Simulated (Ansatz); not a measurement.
Reaction (ligand exchange at the Si–N bond): `[SiH3]NC[SiH2]Cl` + `O[Si](F)(F)F` → `F[Si](F)(F)O[SiH3]` + `NC[SiH2]Cl`

Calculated with Ansatz (gas phase, PBE0-D4/def2-TZVP geometries, no zero-point term in ΔE). CBS: MP2 limit from def2 TZ/QZ plus the TZ coupled-cluster correction, frozen cores. DFT in def2-TZVPP. One conformer a species, not always the lowest.

`[SiH3]NC[SiH2]Cl`:

Z-matrix (Å, degrees):
```
Si
N 1 1.721
H 1 1.494 2 114.4
H 1 1.487 2 108.4 3 119.4
H 1 1.485 2 107.2 3 -120.7
C 2 1.456 1 123.3 3 -65.3
H 2 1.008 1 118.3 3 89.4
Si 6 1.875 2 106.6 1 -138.7
H 6 1.095 2 109.4 1 -21.9
H 6 1.097 2 113.8 1 96.7
Cl 8 2.062 6 111.3 2 -172.9
H 8 1.485 6 109.1 2 -53.9
H 8 1.481 6 110.4 2 67.0
```

`O[Si](F)(F)F`:

Z-matrix (Å, degrees):
```
Si
F 1 1.572
F 1 1.572 2 106.8
O 1 1.604 2 112.4 3 -123.7
F 1 1.565 2 108.8 3 117.2
H 4 0.958 1 120.4 2 60.3
```

`F[Si](F)(F)O[SiH3]`:

Z-matrix (Å, degrees):
```
Si
F 1 1.570
F 1 1.570 2 107.8
F 1 1.568 2 108.1 3 116.6
O 1 1.585 2 111.3 3 -122.3
Si 5 1.646 1 156.2 2 57.7
H 6 1.482 5 109.1 1 61.1
H 6 1.482 5 109.1 1 -59.3
H 6 1.480 5 107.6 1 -179.1
```

`NC[SiH2]Cl`:

Cartesian coordinates in Å:
```
N -0.699 -0.923 -0.971
C -0.659 0.303 -0.188
Si 1.045 0.559 0.540
Cl 1.506 -1.089 1.699
H -1.616 -1.074 -1.372
H -0.485 -1.725 -0.393
H -1.409 0.373 0.617
H -0.834 1.160 -0.850
H 1.066 1.749 1.425
H 2.086 0.667 -0.507
```

```tsv
level	ΔE (kJ/mol)	difference from CCSD(T)/CBS
r2SCAN-D4	-59.1	2.6
B97M-V	-61.8	-0.1
CAM-B3LYP-D4	-64.1	-2.4
LC-ωPBE	-58.9	2.8
RPA@PBE/def2-TZVPP	-62.2	-0.5
SCS-MP2/def2-TZVPP	-63.2	-1.5
CCSD/def2-TZVPP	-63.8	-2.1
CCSD(T)/def2-TZVPP	-60.9	0.8
SCS-MP2/def2-QZVPP	-64.2	-2.5
MP2/CBS(def2)	-60.0	1.7
CCSD(T)/CBS	-61.7	0
```

Largest T1 diagnostic among the species: 0.011.

In def2-TZVPP, CCSD(T) changes the Hartree–Fock value by +17.1 kJ/mol (the triples alone add +2.9 kJ/mol) and MP2 by +18.8 kJ/mol. Leaving LDA and LC-ωPBE aside and taking each functional with its dispersion term where it has one, the values, not all of them listed here, spread over 19.4 kJ/mol, from BHLYP-D4 to revPBE-D4. LDA lies +4.5 kJ/mol from PBE without D4. At CCSD(T), def2-SVP lies +3.8 kJ/mol from the extrapolated value and def2-TZVPP +0.8 kJ/mol.

CCSD(T)/CBS has its own doubt, a few kJ/mol and more with outer-core shells, so smaller differences from it don't rank the levels.
